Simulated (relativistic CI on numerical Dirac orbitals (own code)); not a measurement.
One change at a time: As¹⁰⁺

Base calculation: Dirac-Coulomb-Breit CI, orbitals from a KLI potential per configuration, QED by a radiative potential, unscaled Slater integrals.

Configurations in the expansion (outside the closed core [Ne]): 3s²3p⁶3d⁵, 3s²3p⁵3d⁶, 3s²3p⁴3d⁷, 3s3p⁶3d⁶, 3s²3p⁶3d⁴4s, 3s²3p⁶3d⁴4p, 3p⁶3d⁷, 3s²3p⁶3d⁴4d, 3s²3p⁶3d³4s², 3s²3p⁶3d³4s4p, 3s²3p⁶3d⁴4f, 3s3p⁵3d⁷, 3s²3p⁶3d⁴5s, 3s²3p⁶3d³4p², 3s²3p⁶3d³4s4d, 3s²3p⁶3d⁴5p. Levels of other configurations are missing.

Variants: (1) only the first configuration. Shifts of the energy above 3s²3p⁶3d⁵ ⁶S5/2, in cm⁻¹, for the lowest level and the first level of each name with at least 55 % of one term (blank where a level changes its place among those of its configuration and J or its character, or is not in the variant):

| Level | Base | Δ(1) |
| --- | --- | --- |
| 3s²3p⁶3d⁵ ⁶S5/2 | 0.0 | 0.0 |
| 3s²3p⁶3d⁵ ⁴G5/2 | 67948.4 | +35.5 |
| 3s²3p⁶3d⁵ ⁴G11/2 | 68387.4 | -310.0 |
| 3s²3p⁶3d⁵ ⁴G7/2 | 68559.0 | -212.8 |
| 3s²3p⁶3d⁵ ⁴G9/2 | 68775.3 | -312.2 |
| 3s²3p⁶3d⁵ ⁴P5/2 | 69625.1 | +7039.5 |
| 3s²3p⁶3d⁵ ⁴P3/2 | 70600.9 | +7208.3 |
| 3s²3p⁶3d⁵ ⁴P1/2 | 71564.9 | +7571.9 |
| 3s²3p⁶3d⁵ ⁴D7/2 | 80659.8 | +4025.5 |
| 3s²3p⁶3d⁵ ⁴D1/2 | 82171.6 | +4264.2 |
| 3s²3p⁶3d⁵ ⁴D5/2 | 82477.2 | +4726.1 |
| 3s²3p⁶3d⁵ ⁴D3/2 | 82645.4 | +4657.8 |
| 3s²3p⁶3d⁵ ²D5/2 | 98512.6 | +8412.0 |
| 3s²3p⁶3d⁵ ²I11/2 | 100159.0 | -3243.5 |

At this charge energies of transitions that change n are usually good to better than 1 %, and those within a shell (Δn = 0) to a few per cent. Terms inside the open d or f shell come out 10 to 20 % too wide with unscaled integrals.

Ionisation energy from the two ground configurations alone: base 295.54 eV. The NIST ASD value (theoretical) is 296 eV.

LS names give the leading component of a level, which can be under half, so a name can repeat, a term be missing and a line seem to break the LS rules.
